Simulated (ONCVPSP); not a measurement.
copper: ONCV pseudisation with PBEsol, scalar-relativistic reference atom.

Input for ONCVPSP 4.0.1:

```
# ATOM AND REFERENCE CONFIGURATION
# atsym  z   nc   nv     iexc    psfile
  Cu 29.00    3    3  -116133      upf
#
#   n    l    f
    1    0    2.00
    2    0    2.00
    2    1    6.00
    3    0    2.00
    3    1    6.00
    3    2    8.00
#
# PSEUDOPOTENTIAL AND OPTIMIZATION
# lmax
    2
#
#   l,   rc,      ep,       ncon, nbas, qcut
    0    1.10    0.00    4    7   10.30
    1    0.80    0.00    3    8   10.80
    2    1.05    0.00    4    8   14.20
#
# LOCAL POTENTIAL
# lloc, lpopt,  rc(5),   dvloc0
    4    4    0.75   -1.00
#
# VANDERBILT-KLEINMAN-BYLANDER PROJECTORs
# l, nproj, debl
    0    2    1.50
    1    1    1.80
    2    2    2.70
#
# MODEL CORE CHARGE
# icmod, fcfact, rcfact
    0    0.00    0.00
#
# LOG DERIVATIVE ANALYSIS
# epsh1, epsh2, depsh
   -7.00    5.00    0.04
#
# OUTPUT GRID
# rlmax, drl
    6.00    0.01
#
# TEST CONFIGURATIONS
# ncnf
    4
# nvcnf
#   n    l    f
    4
    3    0    2.00
    3    1    6.00
    3    2   10.00
    4    0    1.00
#
    3
    3    0    2.00
    3    1    6.00
    3    2   10.00
#
    3
    3    0    2.00
    3    1    6.00
    3    2    9.00
#
    4
    3    0    2.00
    3    1    6.00
    3    2   10.00
    4    0    0.50
#
```

Command:

```bash
oncvpsp.x < Cu.dat > Cu.out
```

Resulting log (shortened: citation, most of the input echo, consistency checks and plot data are left out):

```
ONCVPSP  (Optimized Norm-Conservinng Vanderbilt PSeudopotential)
scalar-relativistic version 4.0.1

#   n    l    f        energy (Ha)
    1    0    2.00    -3.2668604E+02
    2    0    2.00    -4.0742442E+01
    2    1    6.00    -3.5410447E+01
    3    0    2.00    -5.8924329E+00
    3    1    6.00    -4.3223323E+00
    3    2    8.00    -1.7963558E+00

Reference configufation results
  iterations    20
  all-electron total energy (Ha)   -1.65097639D+03

Begin loop to  construct optimized pseudo wave functions
and semi-local pseudopoentials for all angular momenta

WARNING wellstate: negative energy specified for n= 4 l=  0
WARNING scattering state with energy  0.25000000
WARNING will be used for the first projector

   Wellstate for l =  0  n =  6
     eigenvalue =   0.2500
     asymptotic potential =   0.7500
     half-point radius =  4.5572

Calculating optimized projector #   1

 for l=   0

    Fraction of norm inside rc  0.920763
    Optimizing pswf for qcut=  10.29 a_B^-1,  ecut=  52.89 Ha
    Residual kinetic energy error=  2.91D-05 Ha

    Energy error per electron        Cutoff
         Ha          eV             Ha
         0.01000     0.27211       31.32
         0.00100     0.02721       41.32
         0.00010     0.00272       48.64
         0.00001     0.00027       91.30

Calculating optimized projector #   2

 for l=   0

    Fraction of norm inside rc  0.016230
    Optimizing pswf for qcut=  10.29 a_B^-1,  ecut=  52.89 Ha
    Residual kinetic energy error=  1.43D-05 Ha

    Energy error per electron        Cutoff
         Ha          eV             Ha
         0.01000     0.27211        9.94
         0.00100     0.02721       33.68
         0.00010     0.00272       45.02
         0.00001     0.00027       55.08

Calculating optimized projector #   1

 for l=   1

    Fraction of norm inside rc  0.640318
    Optimizing pswf for qcut=  10.79 a_B^-1,  ecut=  58.18 Ha
    Residual kinetic energy error=  8.54D-05 Ha

    Energy error per electron        Cutoff
         Ha          eV             Ha
         0.01000     0.27211       34.76
         0.00100     0.02721       43.12
         0.00010     0.00272       53.60
         0.00001     0.00027      358.99

   Wellstate for l =  2  n =  5
     eigenvalue =   0.9036
     asymptotic potential =   1.4036
     half-point radius =  2.6813

Calculating optimized projector #   1

 for l=   2

    Fraction of norm inside rc  0.733910
    Optimizing pswf for qcut=  14.21 a_B^-1,  ecut= 101.01 Ha
    Residual kinetic energy error=  1.83D-05 Ha

    Energy error per electron        Cutoff
         Ha          eV             Ha
         0.01000     0.27211       72.25
         0.00100     0.02721       84.36
         0.00010     0.00272       93.91
         0.00001     0.00027      124.82

Calculating optimized projector #   2

 for l=   2

    Fraction of norm inside rc  0.029302
    Optimizing pswf for qcut=  14.21 a_B^-1,  ecut= 101.01 Ha
    Residual kinetic energy error=  9.09D-06 Ha

    Energy error per electron        Cutoff
         Ha          eV             Ha
         0.01000     0.27211       60.05
         0.00100     0.02721       77.22
         0.00010     0.00272       89.91
         0.00001     0.00027      101.00

Construct Vanderbilt / Kleinmman-Bylander projectors

B matrix Hermiticity error, ll=   0
   1   2    5.0774E-04

  Orthonormal projector coefficients  1.6572E+01  3.6099E+00

B matrix Hermiticity error, ll=   2
   1   2   -2.3592E-04

  Orthonormal projector coefficients -1.3064E+01 -3.2883E+00

Pseudoatom total energy -193.066939

Diagnostic tests using Vanderbilt-Kleinman-Bylander pseudopotentials
  1 or more projectors used as specified by nproj input data

   l    rcore       rmatch      e in        delta e   norm test  slope test

   0   1.1036626   1.1371722  -5.8924329   0.0000042   1.0002342   1.0002284
   0   1.1036626   1.1371722   0.2500000   0.0001157   1.0004051   1.0004051

   1   0.8037914   0.8281963  -4.3223323   0.0000134   0.9999935   1.0001088

   2   1.0520890   1.0840327  -1.7963558  -0.0000128   1.0001562   1.0001746
   2   1.0520890   1.0840327   0.9036442   0.0000152   1.0003890   1.0003890

 Testing for bound ghosts
   n   l    E NL Schr. Eq   E Basis Diag.   E Cutoff

   1   0       -5.892429       -5.892424    155.76

   2   1       -4.322319       -4.319462    343.60

   3   2       -1.796369       -1.792728    311.25

 Testing for highly-localized positive-energy ghosts
       l    <radius>/rc     E Basis Diag.   E Cutoff

Test configuration 0

   n   l     f        eae           eps        diff
   1   0  2.0000 -326.68603921
   2   0  2.0000  -40.74244185
   2   1  6.0000  -35.41044705
   3   0  2.0000   -5.89243288   -5.89242871    4.17D-06
   3   1  6.0000   -4.32233233   -4.32231897    1.34D-05
   3   2  8.0000   -1.79635582   -1.79636858   -1.28D-05

    Total energies and differences
      AE_ref= -1.65097639D+03  AE_tst= -1.65097639D+03  dif=  0.00D+00
      PS_ref= -1.93066939D+02  PS_tst= -1.93066939D+02  dif= -5.68D-14
      PSP excitation error=  5.68D-14

Test configuration 1

   n   l     f        eae           eps        diff
   1   0  2.0000 -324.97347039
   2   0  2.0000  -39.00749990
   2   1  6.0000  -33.67798976
   3   0  2.0000   -4.20429104   -4.20198032    2.31D-03
   3   1  6.0000   -2.64592314   -2.64438925    1.53D-03
   3   2 10.0000   -0.18594224   -0.18609152   -1.49D-04
   4   0  1.0000   -0.16936025   -0.16913327    2.27D-04

    Total energies and differences
      AE_ref= -1.65097639D+03  AE_tst= -1.65349048D+03  dif= -2.51D+00
      PS_ref= -1.93066939D+02  PS_tst= -1.95581613D+02  dif= -2.51D+00
      PSP excitation error=  5.83D-04

Test configuration 2

   n   l     f        eae           eps        diff
   1   0  2.0000 -325.28907822
   2   0  2.0000  -39.31314948
   2   1  6.0000  -33.98450218
   3   0  2.0000   -4.51954537   -4.51652332    3.02D-03
   3   1  6.0000   -2.96243084   -2.96039725    2.03D-03
   3   2 10.0000   -0.50135177   -0.50147812   -1.26D-04

    Total energies and differences
      AE_ref= -1.65097639D+03  AE_tst= -1.65319260D+03  dif= -2.22D+00
      PS_ref= -1.93066939D+02  PS_tst= -1.95284112D+02  dif= -2.22D+00
      PSP excitation error=  9.60D-04

Test configuration 3

   n   l     f        eae           eps        diff
   1   0  2.0000 -325.91458699
   2   0  2.0000  -39.95090070
   2   1  6.0000  -34.62084051
   3   0  2.0000   -5.14282741   -5.14084156    1.99D-03
   3   1  6.0000   -3.58067272   -3.57956727    1.11D-03
   3   2  9.0000   -1.08797326   -1.08854351   -5.70D-04

    Total energies and differences
      AE_ref= -1.65097639D+03  AE_tst= -1.65240935D+03  dif= -1.43D+00
      PS_ref= -1.93066939D+02  PS_tst= -1.94500432D+02  dif= -1.43D+00
      PSP excitation error=  5.36D-04

Test configuration 4

   n   l     f        eae           eps        diff
   1   0  2.0000 -325.12316888
   2   0  2.0000  -39.15283676
   2   1  6.0000  -33.82370859
   3   0  2.0000   -4.35395164   -4.35131957    2.63D-03
   3   1  6.0000   -2.79618779   -2.79442544    1.76D-03
   3   2 10.0000   -0.33606044   -0.33619192   -1.31D-04
   4   0  0.5000   -0.29626268   -0.29591396    3.49D-04

    Total energies and differences
      AE_ref= -1.65097639D+03  AE_tst= -1.65337449D+03  dif= -2.40D+00
      PS_ref= -1.93066939D+02  PS_tst= -1.95465806D+02  dif= -2.40D+00
      PSP excitation error=  7.61D-04
```

The run took about 6.5 s on one core of a shared server CPU.
